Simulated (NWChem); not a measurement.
A calculation on BCl

Program: NWChem. All single points use one geometry, from PBE0/def2-SVP, a minimum by its harmonic frequencies.

Input file:

```
start mol
memory heap 200 mb stack 900 mb global 1100 mb
geometry "system" units angstroms nocenter noautoz noautosym
  B      0.000000     0.000000    -1.328511
  Cl     0.000000     0.000000     0.390738
end
set geometry "system"
basis spherical
  * library 6-31g*
end
dft
  xc b3lyp
  semidirect memsize 60000000 filesize 0
  iterations 100
  convergence energy 1e-10 density 1e-9 gradient 1e-8
  tolerances tight
end
task dft energy
rt_tddft
  tmax 200.0
  dt 0.2
  tag "kick"
  print dipole
  field "kick"
    type delta
    polarization y
    max 0.0001
  end
  excite "system" with "kick"
end
task dft rt_tddft
```

Change of the dipole's y component after the kick, in units of 1e-4 a.u.:

| time (a.u.) | Δμ |
|---|---|
| 0.0 | 0.000 |
| 0.4 | 0.279 |
| 0.8 | 0.548 |
| 1.2 | 0.754 |
| 1.6 | 0.766 |
| 2.0 | 0.687 |
| 2.4 | 0.482 |
| 2.8 | 0.280 |
| 3.2 | 0.095 |
| 3.6 | 0.000 |
| 4.0 | 0.000 |
| 4.4 | 0.069 |
| 4.8 | 0.187 |
| 5.2 | 0.279 |
| 5.6 | 0.323 |
| 6.0 | 0.282 |
| 6.4 | 0.173 |
| 6.8 | 0.009 |
| 7.2 | -0.145 |
| 7.6 | -0.277 |
| 8.0 | -0.316 |
| 8.4 | -0.295 |
| 8.8 | -0.184 |
| 9.2 | -0.052 |
| 9.6 | 0.098 |
| 10.0 | 0.202 |
| 10.4 | 0.263 |
| 10.8 | 0.262 |
| 11.2 | 0.217 |
| 11.6 | 0.158 |
| 12.0 | 0.093 |
| 12.4 | 0.064 |
| 12.8 | 0.067 |
| 13.2 | 0.092 |
| 13.6 | 0.152 |
| 14.0 | 0.176 |
| 14.4 | 0.212 |
| 14.8 | 0.172 |
| 15.4 | 0.093 |
| 15.8 | -0.007 |
| 16.2 | -0.078 |
| 16.6 | -0.157 |
| 17.0 | -0.177 |
| 17.4 | -0.184 |
| 17.8 | -0.144 |
| 18.2 | -0.096 |
| 18.6 | -0.033 |
| 19.0 | 0.019 |
| 19.4 | 0.067 |
| 19.8 | 0.100 |
| 20.2 | 0.127 |
| 20.6 | 0.155 |
| 21.0 | 0.184 |
| 21.4 | 0.220 |
| 21.8 | 0.248 |
| 22.2 | 0.269 |
| 22.6 | 0.245 |
| 23.0 | 0.206 |
| 23.4 | 0.088 |
| 23.8 | -0.022 |
| 24.2 | -0.193 |
| 24.6 | -0.311 |
| 25.0 | -0.433 |
| 25.4 | -0.471 |
| 25.8 | -0.480 |
| 26.2 | -0.423 |
| 26.6 | -0.360 |
| 27.0 | -0.285 |
| 27.4 | -0.246 |
| 27.8 | -0.231 |
| 28.2 | -0.261 |
| 28.6 | -0.286 |
| 29.0 | -0.326 |
| 29.4 | -0.299 |
| 29.8 | -0.263 |
